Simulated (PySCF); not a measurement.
# `C(/C=C/C=C)(=C)Br`, C6H7Br

Cartesian coordinates in Å; atom numbers follow the order of the lines, from 1:
```xyz
14

C    -3.0072    0.2562    0.2973
C    -1.8737   -0.3578   -0.0350
C    -0.5867    0.2836    0.0153
C     0.5580   -0.3314   -0.3175
C     1.8780    0.2431   -0.2925
C     2.9926   -0.4025   -0.6300
Br    2.0305    2.0720    0.2701
H    -3.0159    1.2827    0.6257
H    -3.9599   -0.2422    0.2521
H    -1.8881   -1.3895   -0.3629
H    -0.5791    1.3150    0.3425
H     0.5352   -1.3642   -0.6435
H     3.9609    0.0638   -0.5970
H     2.9547   -1.4292   -0.9519
```

Computed, not measured: PySCF 2.14.0, GIAO PBE/pcSseg-1 magnetisability, rotational g tensor and spin-rotation constants, non-relativistic, gas phase. Geometry: GFN2-xTB.

The calculation is non-relativistic, which matters for the atoms heavier than Zn.

(1) How diamagnetic is it, and how anisotropic?

(2) Split it along the inertial axes a, b, c into diamagnetic and paramagnetic parts about the centre of mass, with the quadrupole moment.

(3) And the rotational g tensor?

Answers

(1) Isotropic -1247 × 10⁻³⁰ J/T², or -75.1 × 10⁻⁶ cm³/mol; principal values -1512, -1139, -1091 × 10⁻³⁰ J/T², anisotropy 399 × 10⁻³⁰ J/T² (root of half the summed squared differences of the principal values). The susceptibility is in cgs units.

(2) 
| axis | χ (10⁻⁶ cm³/mol) | diamagnetic (10⁻⁶ cm³/mol) | paramagnetic (10⁻⁶ cm³/mol) | summed x² of all electrons (Å²) | quadrupole Θ (D Å) |
| --- | --- | --- | --- | --- | --- |
| a | -67.7 | -464.0 | 396.3 | 328.1 | +3.78 |
| b | -66.6 | -1444.7 | 1378.1 | 97.0 | +6.30 |
| c | -91.1 | -1803.4 | 1712.3 | 12.4 | -10.08 |

Anisotropies 2χaa − χbb − χcc = +22.4 and 2χbb − χaa − χcc = +25.5 × 10⁻⁶ cm³/mol. Θ is traceless in Buckingham's convention.

(3) 
```
axis  rotational constant (GHz)        g  nuclear part  electronic part
   a                     3.3091  -0.0436        0.5726          -0.6161
   b                     0.8562  -0.0123        0.5420          -0.5543
   c                     0.6802  +0.0011        0.5483          -0.5472
```
Asymmetric top; isotopes 79Br, 12C, 1H; no vibrational averaging.
